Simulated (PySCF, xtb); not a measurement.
BrSi, SMILES [Si]Br (connectivity only; charge and spin as stated), neutral, multiplicity 2.

Harmonic wavenumbers (cm⁻¹) from GFN2-xTB (xtb) at its own minimum, in rising order: 297.

Problem. What does PBE-D3(BJ)/def2-TZVP run with PySCF give at its own minimum? (Estimate from the structure and the level; the computed values follow.)

Solution. 406. Paired by order, the mean absolute difference is 109 cm⁻¹ and the zero-point energies are 0.4 and 0.6 kcal/mol.
